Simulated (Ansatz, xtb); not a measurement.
# Relative energy of two structures of ClH2OSiSn

Structure a: a doublet given by its coordinates. Structure b: `[SiH2][O][Sn][Cl]`, a doublet. Both are isolated molecules in the gas phase, relaxed with PBE0-D3(BJ)/def2-SVP; the shapes shown needn't be the lowest conformers.

a (Å):

```yaml
atoms:
  - { symbol: Cl, position_ang: [-0.3444, 0.6620, -1.9405] }
  - { symbol: O, position_ang: [-1.8126, -1.6697, 0.5841] }
  - { symbol: Si, position_ang: [-2.6219, -0.2238, 0.6420] }
  - { symbol: Sn, position_ang: [-2.1337, 1.8477, -0.8304] }
  - { symbol: H, position_ang: [-2.0941, -2.3639, 1.1890] }
  - { symbol: H, position_ang: [-3.6888, -0.3402, 1.7068] }
```

Close contacts (Å): Cl1–Sn4 2.42, O2–Si3 1.66, Si3–Sn4 2.59, O2–H5 0.96, Si3–H6 1.51.

b (Å):

```yaml
atoms:
  - { symbol: Cl, position_ang: [-0.2396, 2.6725, -1.6442] }
  - { symbol: O, position_ang: [-1.7332, 0.4829, 0.2826] }
  - { symbol: Si, position_ang: [-0.7846, 0.8677, 1.5928] }
  - { symbol: Sn, position_ang: [-1.9794, 1.0153, -1.6252] }
  - { symbol: H, position_ang: [-1.0503, -0.1260, 2.6849] }
  - { symbol: H, position_ang: [0.6756, 0.8584, 1.2452] }
```

Which of the two would you expect CCSD(T)/def2-SVP + ΔMP2/def2-TZVPP electronic energies to favour?

Structure b; the calculation gives E(b) − E(a) = −8.6 kcal/mol.

How the difference moves with the method:

```json
{"level": "PBE0-D3(BJ)/def2-SVP", "geometry": "PBE0-D3(BJ)/def2-SVP", "E(b) − E(a) (kcal/mol)": "−5.4", "departure from the last row (kcal/mol)": "+3.2", "job, with rough time for the two": "optimisation, 2.6 min"}
{"level": "HF/def2-SVP", "geometry": "PBE0-D3(BJ)/def2-SVP", "E(b) − E(a) (kcal/mol)": "−16.5", "departure from the last row (kcal/mol)": "−7.9", "job, with rough time for the two": "part of the CCSD(T) run"}
{"level": "MP2/def2-SVP", "geometry": "PBE0-D3(BJ)/def2-SVP", "E(b) − E(a) (kcal/mol)": "−14.4", "departure from the last row (kcal/mol)": "−5.8", "job, with rough time for the two": "part of the CCSD(T) run"}
{"level": "CCSD(T)/def2-SVP", "geometry": "PBE0-D3(BJ)/def2-SVP", "E(b) − E(a) (kcal/mol)": "−12.0", "departure from the last row (kcal/mol)": "−3.4", "job, with rough time for the two": "single point"}
{"level": "CCSD(T)/def2-SVP + ΔMP2/def2-TZVPP", "geometry": "PBE0-D3(BJ)/def2-SVP", "E(b) − E(a) (kcal/mol)": "−8.6", "departure from the last row (kcal/mol)": "", "job, with rough time for the two": "single point, 65 s"}
```

The levels shown agree on the order. The largest departure from CCSD(T)/def2-SVP + ΔMP2/def2-TZVPP is that of HF/def2-SVP, 7.9 kcal/mol. Levels run at GFN2-xTB geometries aren't shown. The last row adds to CCSD(T) the change of the MP2 difference between the two basis sets, here +3.4 kcal/mol, a large step that makes the value less sure.

With harmonic frequencies from PBE0-D3(BJ)/def2-SVP (ideal gas, rigid rotor, one conformer each, 298.15 K, 1 atm): the zero-point term adds −1.6 kcal/mol; ΔH is −10.4 and ΔG −10.1 kcal/mol.

Open shells are spin-unrestricted. The correlated steps freeze 15 core orbitals; the filled d shell of Sn is correlated, in a basis made for valence electrons. Atoms past krypton carry core potentials in the def2 sets and no spin–orbit term is included. Mirror images aren't counted in ΔG. Codes used: Ansatz 0.2.0; the last row on 2 threads of Intel(R) Xeon(R) Platinum 8259CL CPU @ 2.50GHz (Skylake/Cascade Lake) on a shared host.
